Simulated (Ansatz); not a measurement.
The pair A = CH4 (SMILES C) (first 5 atoms), B = CH2O (SMILES C=O); geometry from B3LYP-D3(BJ)/def2-TZVP.
(charge 0, multiplicity 1):
```xyz
9

C     -0.0233    -0.0032     0.1122
H     -0.9238    -0.6167     0.1350
H      0.6109    -0.2487     0.9628
H      0.5175    -0.1959    -0.8134
H     -0.3009     1.0500     0.1517
C     -0.2573     0.0678     3.7862
O      0.8474    -0.3521     3.5812
H     -0.6474     0.2116     4.8122
H     -0.9445     0.3338     2.9608
```

Cores are frozen in the correlated methods. MP2 and its Hartree–Fock in aug-cc-pVQZ, aug-cc-pVTZ are density fitted.

Programs: Ansatz (Gaussian orbitals). Each number belongs to the level named beside it.

The counterpoise-corrected interaction energy is E(AB) − E(A in the pair's basis) − E(B in the pair's basis). Total energies (hartree):

```json
[
 {"level": "HF/aug-cc-pVTZ", "AB": "-154.1273339", "A in the pair's basis": "-40.2135745", "B in the pair's basis": "-113.9142361"},
 {"level": "MP2/aug-cc-pVTZ", "AB": "-154.7323322", "A in the pair's basis": "-40.4145164", "B in the pair's basis": "-114.3162732"},
 {"level": "HF/aug-cc-pVQZ", "AB": "-154.1373326", "A in the pair's basis": "-40.2161885", "B in the pair's basis": "-113.9216179"},
 {"level": "MP2/aug-cc-pVQZ", "AB": "-154.7773900", "A in the pair's basis": "-40.4273384", "B in the pair's basis": "-114.3484249"},
 {"level": "MP2/aug-cc-pVDZ", "AB": "-154.5878715", "A in the pair's basis": "-40.3680567", "B in the pair's basis": "-114.2185779"},
 {"level": "CCSD(T)/aug-cc-pVDZ", "AB": "-154.6421188", "A in the pair's basis": "-40.3959000", "B in the pair's basis": "-114.2449236"}
]
```

**Question.** Work out the counterpoise-corrected interaction energy at the basis-set limit: extrapolate the MP2 correlation part as X⁻³, take Hartree–Fock from the larger set, and add the CCSD(T) − MP2 difference of aug-cc-pVDZ.

**Answer.** 
1. Differences (1 hartree = 627.509 kcal/mol): HF/aug-cc-pVTZ 0.299; MP2/aug-cc-pVTZ -0.968; HF/aug-cc-pVQZ 0.297; MP2/aug-cc-pVQZ -1.021; MP2/aug-cc-pVDZ -0.776; CCSD(T)/aug-cc-pVDZ -0.813.
2. Correlation parts, MP2 less HF: -1.267 in aug-cc-pVTZ (X = 3), -1.318 in aug-cc-pVQZ (X = 4).
3. Limit (4³·(-1.318) − 3³·(-1.267))/(4³ − 3³) = -1.355; with HF/aug-cc-pVQZ it gives -1.058.
4. CCSD(T) less MP2 in aug-cc-pVDZ: -0.037.
Result: -1.09 kcal/mol, against -0.97 at MP2/aug-cc-pVTZ. It is an estimate of this method's limit, not of the exact value.

Ansatz is a quantum-chemistry and plane-wave program.
